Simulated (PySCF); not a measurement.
BH2O3, SMILES [O]B(O)O (connectivity only; charge and spin as stated), charge -1, multiplicity 1. Atoms are numbered in the order given.

```xyz
6

O      0.0000     0.0000     1.4881
B      0.0000     0.0000     0.2066
O      0.0000     1.2117    -0.6143
O      0.0000    -1.2117    -0.6143
H      0.0000     1.0262    -1.5547
H      0.0000    -1.0262    -1.5547
```
Charge -1, spin multiplicity 1.

Geometry optimised at ωB97X-D3(BJ)/def2-SVPD. The multiplicity is an assumed one; other spin states were not compared. The isomer is the one that the SMILES or the coordinates give; other isomers of the formula were not compared. The values are those of a single conformer.

All values below come from PBE/def2-TZVPD in PySCF.

Isolated molecule, no solvent. A positive occupied level means that this level leaves the electron formally unbound; only the finite basis holds it.

Q: Estimate the frontier levels, gap, dipole moment and polarisability. (Estimate from the structure and the level; the computed values follow.)

A: 
```
Property                                                          Result
------------------------------------------------  ----------------------
highest occupied level                                           0.47 eV
lowest empty level                                               2.74 eV
orbital gap                                                      2.27 eV
dipole moment about the centre of nuclear charge               1.169 e·Å
mean static polarisability                          46.9 bohr³ (6.96 Å³)
polarisability, principal values                  35.6, 50.4, 54.8 bohr³
```
